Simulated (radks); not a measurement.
The palladium ion Pd14+, 32 electrons, occupied as [Ar] 3d9.75 4s2 4p2 4d0.25 (fractional occupations, a model configuration).

All-electron calculation, Dirac Kohn-Sham, LDA (Slater exchange, Perdew-Wang correlation), spin-unpolarised, spherical densities, point nucleus; open shells fill j = l - 1/2 first. Program: a radial shooting solver on a logarithmic mesh with Libxc functionals.

Energy parts (hartree):
| part | energy |
|---|---|
| total | -4969.34434 |
| kinetic | 5193.64075 |
| electron-nucleus | -11648.03878 |
| Hartree | 1612.76183 |
| exchange-correlation | -127.70814 |

Orbitals (lengths in bohr, moments of r in powers of bohr; r(max) is where P^2 peaks):
[
 {"orbital": "1s1/2", "occ.": "2", "eigenvalue (hartree)": "-899.1107", "r(max)": "0.02068", "<r>": "0.03188", "small-component weight": "2.83e-02"},
 {"orbital": "2s1/2", "occ.": "2", "eigenvalue (hartree)": "-141.9361", "r(max)": "0.1170", "<r>": "0.1380", "small-component weight": "5.91e-03"},
 {"orbital": "2p1/2", "occ.": "2", "eigenvalue (hartree)": "-132.6729", "r(max)": "0.09048", "<r>": "0.1171", "small-component weight": "5.93e-03"},
 {"orbital": "2p3/2", "occ.": "4", "eigenvalue (hartree)": "-126.8156", "r(max)": "0.09465", "<r>": "0.1221", "small-component weight": "5.70e-03"},
 {"orbital": "3s1/2", "occ.": "2", "eigenvalue (hartree)": "-35.25012", "r(max)": "0.3407", "<r>": "0.3763", "small-component weight": "1.68e-03"},
 {"orbital": "3p1/2", "occ.": "2", "eigenvalue (hartree)": "-31.59542", "r(max)": "0.3267", "<r>": "0.3674", "small-component weight": "1.63e-03"},
 {"orbital": "3p3/2", "occ.": "4", "eigenvalue (hartree)": "-30.54940", "r(max)": "0.3363", "<r>": "0.3779", "small-component weight": "1.57e-03"},
 {"orbital": "3d3/2", "occ.": "4", "eigenvalue (hartree)": "-24.09067", "r(max)": "0.2772", "<r>": "0.3487", "small-component weight": "1.46e-03"},
 {"orbital": "3d5/2", "occ.": "5.75", "eigenvalue (hartree)": "-23.87864", "r(max)": "0.2799", "<r>": "0.3519", "small-component weight": "1.44e-03"},
 {"orbital": "4s1/2", "occ.": "2", "eigenvalue (hartree)": "-13.54473", "r(max)": "0.7999", "<r>": "0.8399", "small-component weight": "5.50e-04"},
 {"orbital": "4p1/2", "occ.": "2", "eigenvalue (hartree)": "-12.25076", "r(max)": "0.8193", "<r>": "0.8645", "small-component weight": "5.16e-04"},
 {"orbital": "4p3/2", "occ.": "0", "eigenvalue (hartree)": "-12.00301", "r(max)": "0.8373", "<r>": "0.8816", "small-component weight": "5.03e-04"},
 {"orbital": "4d3/2", "occ.": "0.25", "eigenvalue (hartree)": "-9.85784", "r(max)": "0.8736", "<r>": "0.9314", "small-component weight": "4.34e-04"},
 {"orbital": "4d5/2", "occ.": "0", "eigenvalue (hartree)": "-9.81176", "r(max)": "0.8788", "<r>": "0.9362", "small-component weight": "4.31e-04"},
 {"orbital": "4f5/2", "occ.": "0", "eigenvalue (hartree)": "-7.51790", "r(max)": "0.8646", "<r>": "0.9928", "small-component weight": "2.92e-04"},
 {"orbital": "4f7/2", "occ.": "0", "eigenvalue (hartree)": "-7.51199", "r(max)": "0.8659", "<r>": "0.9941", "small-component weight": "2.91e-04"},
 {"orbital": "5s1/2", "occ.": "0", "eigenvalue (hartree)": "-7.08542", "r(max)": "1.536", "<r>": "1.523", "small-component weight": "2.63e-04"},
 {"orbital": "5p1/2", "occ.": "0", "eigenvalue (hartree)": "-6.53530", "r(max)": "1.600", "<r>": "1.584", "small-component weight": "2.49e-04"},
 {"orbital": "5p3/2", "occ.": "0", "eigenvalue (hartree)": "-6.43840", "r(max)": "1.626", "<r>": "1.607", "small-component weight": "2.44e-04"},
 {"orbital": "5d3/2", "occ.": "0", "eigenvalue (hartree)": "-5.53001", "r(max)": "1.759", "<r>": "1.728", "small-component weight": "2.17e-04"},
 {"orbital": "5d5/2", "occ.": "0", "eigenvalue (hartree)": "-5.51097", "r(max)": "1.767", "<r>": "1.735", "small-component weight": "2.16e-04"}
]

The highest occupied level is 4d3/2 at -268.25 eV. The configuration is held as typed, so some empty levels lie below it. The density falls to 0.001 e/bohr^3 at r = 1.90 bohr. Summed over all electrons, <r^2> = 6.395 bohr^2, which gives a Langevin (diamagnetic) susceptibility term of -5.06 x 10^-6 cm^3/mol.
